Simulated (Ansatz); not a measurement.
Reaction (ligand exchange at a B–C bond): `OC(F)BCl` + H₂S → `SBCl` + `OCF`

Isolated molecules relaxed with PBE0-D4/def2-TZVP in Ansatz; ΔE leaves out vibrations. CBS: MP2 limit from def2 TZ/QZ plus the TZ coupled-cluster correction, frozen cores. This one scheme is used for every species. DFT in def2-TZVPP. B3LYP here is the variant with VWN-RPA as its local correlation; programs differ in this. HSE06 is defined as in plane-wave codes. Each species was taken in one conformer, which may not be the lowest.

```
             level  ΔE (kJ/mol)  difference from CCSD(T)/CBS
       LDA (SPW92)       -102.6                         -3.2
            PBE-D4       -103.0                         -3.6
         revPBE-D4       -102.3                         -2.9
         r2SCAN-D4       -103.9                         -4.5
           PBE0-D4       -104.0                         -4.6
          B3LYP-D4        -98.5                          0.9
        r2SCANh-D4       -104.3                         -4.9
        r2SCAN0-D4       -104.7                         -5.3
          HSE06-D4       -104.3                         -4.9
          BHLYP-D4        -98.9                          0.5
      CAM-B3LYP-D4        -95.1                          4.3
           ωB97M-V        -96.7                          2.7
            B2PLYP       -100.9                         -1.5
               PBE       -103.7                         -4.3
            revPBE       -104.0                         -4.6
              BLYP        -98.0                          1.4
            r2SCAN       -104.4                         -5.0
              PBE0       -104.6                         -5.2
             B3LYP        -99.1                          0.3
           r2SCANh       -104.8                         -5.4
           r2SCAN0       -105.1                         -5.7
             HSE06       -104.9                         -5.5
             BHLYP        -98.7                          0.7
         CAM-B3LYP        -95.8                          3.6
           LC-ωPBE        -98.9                          0.5
RPA@PBE/def2-TZVPP        -95.7                          3.7
       HF/def2-SVP        -94.5                          4.9
     CCSD/def2-SVP        -98.7                          0.7
  CCSD(T)/def2-SVP       -100.3                         -0.9
     HF/def2-TZVPP        -96.0                          3.4
    MP2/def2-TZVPP       -105.8                         -6.4
SCS-MP2/def2-TZVPP       -101.8                         -2.4
   CCSD/def2-TZVPP        -96.9                          2.5
CCSD(T)/def2-TZVPP        -98.8                          0.6
     HF/def2-QZVPP        -95.7                          3.7
    MP2/def2-QZVPP       -106.0                         -6.6
SCS-MP2/def2-QZVPP       -102.0                         -2.6
      HF/CBS(def2)        -95.6                          3.8
     MP2/CBS(def2)       -106.4                         -7.0
    CCSD/CBS(def2)        -97.6                          1.8
       CCSD(T)/CBS        -99.4                            0
```

Largest T1 diagnostic among the species: 0.013.

Leaving LDA and LC-ωPBE aside and taking each functional with its dispersion term where it has one, the values, not all of them listed here, spread over 10.6 kJ/mol, from PBE-QIDH to CAM-B3LYP-D4.
